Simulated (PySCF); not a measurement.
B3LYP has the VWN-RPA correlation part, as in Gaussian. Excitations are Tamm–Dancoff values on a coarser integration grid. The basis has no diffuse functions, so Rydberg states are missing or too high.

Cartesian coordinates (Å):
```xyz
5

O     -1.1366    -0.5201    -0.0006
Al     0.3508     0.1585    -0.0025
Br     2.1889    -1.1126     0.0456
Br     0.5970     2.3797    -0.0509
H     -1.9944    -0.9151    -0.0001
```
Charge 0, spin multiplicity 1.

Q: Estimate the LUMO, HOMO–LUMO gap, total energy, S1–T1 gap (TDA), S1 oscillator strength, dipole moment, T1 excitation (TDA) and S1 excitation (TDA) that B3LYP-D3(BJ)/def2-TZVP // PBE0-D4/def2-TZVP (PySCF) returns for this input.

A: 
The LUMO comes out as -1.35 eV, the HOMO–LUMO gap is 6.77 eV and the total energy is -148761.64 eV. The S1–T1 gap (TDA) is 0.26 eV and the S1 oscillator strength is 0.006. The dipole moment is 2.21 D and the T1 excitation (TDA) comes out as 5.50 eV. The S1 excitation (TDA) is 5.76 eV.
